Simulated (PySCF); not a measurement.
Compound: SiMe2(OSiMe3)2, C8H24O2Si3.
Bonds: Si1–C2, Si1–C6, Si1–O10, Si1–O24, O10–Si11, Si11–C12, Si11–C13, Si11–C14, O24–Si25, Si25–C26, Si25–C27, Si25–C28. Hydrogens: H3, H4, H5 on C2; H7, H8, H9 on C6; H15, H16, H17 on C12; H18, H19, H20 on C13; H21, H22, H23 on C14; H29, H30, H31 on C26; H32, H33, H34 on C27; H35, H36, H37 on C28.

The calculation used PBE0-D3(BJ)/def2-SVP geometry optimisation, gas phase in PySCF.

**Question.** List the bond lengths, angles and torsions at this level.

**Answer.** 
| bond | length (Å) |
| --- | --- |
| Si1–C2, Si1–C6 | 1.864 |
| Si1–O10, Si1–O24 | 1.658 |
| C2–H3 and 5 like bonds | 1.101 |
| O10–Si11, O24–Si25 | 1.671 |
| Si11–C12 and 5 like bonds | 1.874 |
| C12–H15 and 17 like bonds | 1.101 |

Bonds in one row agree within 0.01 Å and their mean is given. A selection of angles:
| angle | degrees |
| --- | --- |
| C2–Si1–C6 | 112.4 |
| C2–Si1–O10 | 110.5 |
| C2–Si1–O24 | 107.1 |
| C6–Si1–O24 | 110.5 |
| O10–Si1–O24 | 109.3 |
| Si1–O10–Si11 | 145.0 |
| O10–Si11–C12 | 109.5 |
| O10–Si11–C13 | 108.0 |
| C12–Si11–C13 | 110.7 |
| C13–Si11–C14 | 110.2 |
| Si1–O24–Si25 | 141.2 |

Torsions: C2–Si1–O10–Si11 -55° (synclinal); C2–Si1–O24–Si25 169° (antiperiplanar); Si1–O10–Si11–C12 2° (synperiplanar); Si1–O24–Si25–C26 -107° (anticlinal). The mirror-image conformer, all signs reversed, is as good.

Si11 (silicon bonded to 3 C and O) is tetrahedral (angles from 107.8° to 110.7°). Si1 (silicon bonded to 2 C and 2 O) is tetrahedral (angles from 107.0° to 112.4°). Of the pairs four or more bonds apart, H18···H30 is among the closest relative to their van der Waals radii: 2.34 Å, 98 % of the sum of Bondi's values.

Point group: near C2, missed by 0.18 Å at most; the miss may be what the optimiser left on a soft mode. Whether it is a minimum is left open (no frequencies). One conformer, not necessarily the lowest.
